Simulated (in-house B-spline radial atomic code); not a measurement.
Successive ionisation energies of osmium; each step leads to the configuration of the next row (after the last: [Xe] 4f14 5d3/2(1)). Dirac energy differences include first-order Breit, QED and recoil terms. NIST's values go from ground level to ground level; the uncertainty of those that are theory runs from under 0.1 % in few-electron ions to several per cent in heavy many-electron ones. Computed with a B-spline radial code for spherical atoms: Dirac-Hartree-Fock, jj configuration that fills j = l - 1/2 first, finite nuclei.

A number in brackets counts the electrons of a j subshell.

```tsv
ion	configuration	ionisation energy (eV)	tabulated value (eV)	tabulated kind	computed minus tabulated (eV)	highest orbital	largest mean radius (bohr)
Os	[Xe] 4f14 5d3/2(4) 5d5/2(2) 6s2	7.43	8.43823	measured	-1.01	6s1/2	3.1873
Os+	[Xe] 4f14 5d3/2(4) 5d5/2(2) 6s1	15.09	17	semi-empirical	-1.91	6s1/2	2.9223
Os2+	[Xe] 4f14 5d3/2(4) 5d5/2(2)	26.37	25	tabulated theory	1.37	5d5/2	1.715
Os3+	[Xe] 4f14 5d3/2(4) 5d5/2(1)	39.04	41	tabulated theory	-1.96	5d5/2	1.6271
Os4+	[Xe] 4f14 5d3/2(4)	54.69	55	tabulated theory	-0.31	5d3/2	1.5133
Os5+	[Xe] 4f14 5d3/2(3)	69.39	70.1	tabulated theory	-0.71	5d3/2	1.4592
Os6+	[Xe] 4f14 5d3/2(2)	84.83	85.1	tabulated theory	-0.27	5d3/2	1.4129
```

**Question.** Where is the largest jump?

**Answer.** From Os to Os+, by a factor of 2.03 (7.4271 to 15.086 eV); the highest orbital goes from 6s1/2 to 6s1/2.
